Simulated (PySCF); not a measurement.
Species: C₇H₁₂BF.
SMILES with atom numbers: `[CH2:1]=[CH:2][CH2:3][C@@H:4]1[CH2:5][BH:6][CH2:7][C@@H:8]1[F:9]` (hydrogens: H10, H11 on C1; H12 on C2; H13, H14 on C3; H15 on C4; H16, H17 on C5; H18 on B6; H19, H20 on C7; H21 on C8)

Geometry (PBE0-D3(BJ)/def2-SVP, Å), atoms numbered from 1 in this order:
```xyz
21
C7H12BF angstrom
C      2.8867    0.7471   -1.1294
C      2.2330    0.4173   -0.0146
C      1.1799   -0.6406    0.0836
C     -0.2133   -0.0823    0.3713
C     -1.3081   -1.1348    0.6146
B     -2.6459   -0.4252    0.2108
C     -2.2579    0.9360   -0.4721
C     -0.7699    0.7875   -0.7584
F     -0.6342    0.0921   -1.9554
H      3.6388    1.5405   -1.1380
H      2.6883    0.2335   -2.0761
H      2.4531    0.9665    0.9113
H      1.4425   -1.3479    0.8900
H      1.1365   -1.2196   -0.8529
H     -0.1563    0.5718    1.2623
H     -1.2702   -1.6281    1.5978
H     -1.2071   -1.9536   -0.1310
H     -3.7651   -0.8361    0.4126
H     -2.8409    1.2847   -1.3373
H     -2.4035    1.6950    0.3248
H     -0.2197    1.7350   -0.8810
```

The closed-shell ground state was solved at several levels (PySCF, density fitting, gas phase, non-relativistic).

```json
{"level": "wB97X-D/pcSseg-1", "basis functions": "213", "total energy (Eh)": "-398.4630", "HOMO (eV)": "-9.22", "LUMO (eV)": "1.01", "gap (eV)": "10.23", "dipole (D)": "1.78"}
{"level": "PBE0/pcSseg-1", "basis functions": "213", "total energy (Eh)": "-398.1231", "HOMO (eV)": "-7.36", "LUMO (eV)": "-0.91", "gap (eV)": "6.45", "dipole (D)": "1.74"}
```

Problem. What might PBE0/def2-SVPD (279 basis functions) give for the same quantities?

Solution. Total energy -397.9025 Eh, HOMO -7.39 eV, LUMO -0.93 eV, gap 6.46 eV, dipole 1.81 D.

Problem. How far do the dipole and the HOMO energy spread over the levels?

Solution. The dipole runs from 1.74 to 1.81 D (mean 1.78 D) and the HOMO from -9.22 to -7.36 eV.

One conformer stands for the species.

wB97X-D is run here without its empirical dispersion term; that term would change no orbital, density or response property at a fixed geometry.
